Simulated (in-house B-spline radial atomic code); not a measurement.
**BSE on G0W0@HF excitations of the lithium ion Li⁺**

Method: BSE on G0W0@HF. Computed with a B-spline radial code for spherical atoms: linear response of the closed shell 1s2 with a statically screened interaction on G0W0 levels; scalar-relativistic (spin-free one-electron X2C), finite nucleus, no spin-orbit coupling, no double excitations, S, P, D and F terms only.

Only levels near the gap carry their own quasi-particle shift, so the BSE energies are approximate.

Command:
```bash
python run_td.py task.json out
```
Settings (radii: box in bohr, nucleus in fm):
```
Z                        3
electrons                2
configuration            1s2
hamiltonian              x2c
method                   bse
box_radius               41.61
rms_radius               2.444
intervals                77
```

Cost of the run: 17 s on 1 thread of Arm Neoverse N1, with other jobs on the host.

The lowest states, in the order of their Tamm-Dancoff energies; the method's threshold (minus the highest G0W0 level) is 75.73 eV. Labels give the largest channel, * marks a mixed state, and oscillator strengths are full-response dipole values. Measured ¹D terms are left out, since they can mix with doubly excited terms. Energies in eV:

```tsv
state	full response	Tamm-Dancoff	oscillator strength	measured (J-weighted term)
1s → 2s 3S	59.00	59.05	-	59.021
1s → 2p 3P	61.32	61.34	-	61.281
1s → 2s 1S	61.29	61.34	-	-
1s → 2p 1P	?	?	?	?
1s → 3s 3S	68.85	68.86	-	68.781
1s → 3p 3P	69.44	69.44	-	69.369
1s → 3s 1S	69.44	69.45	-	69.279
1s → 3d 3D	69.67	69.67	-	-
1s → 3d 1D	69.69	69.69	-	-
1s → 3p 1P	69.79	69.80	0.109	69.648
1s → 4s 3S	71.99	71.99	-	-
1s → 4p 3P	72.22	72.22	-	-
1s → 4s 1S	72.22	72.23	-	-
1s → 4d 3D	?	?	-	-
1s → 4f 3F	72.33	72.33	-	-
1s → 4f 1F	72.33	72.33	-	-
1s → 4d 1D	72.33	72.33	-	-
1s → 4p 1P	72.37	72.37	0.0432	-
```

Where does 1s → 4d 3D lie?

At 72.32 eV in full response, 72.32 eV in Tamm-Dancoff.

Where does 1s → 2p 1P lie?

At 62.54 eV in full response, 62.56 eV in Tamm-Dancoff, oscillator strength 0.426; measured 62.216 eV.

How large is the singlet-triplet splitting of 1s → 2s (S terms) in Tamm-Dancoff?

2.29 eV, from the unrounded values.

What polarisabilities and dispersion coefficient does the method give?

Dipole 0.1872 bohr³, quadrupole 0.112 bohr⁵, C6 0.07514 hartree·bohr⁶ for two such species.
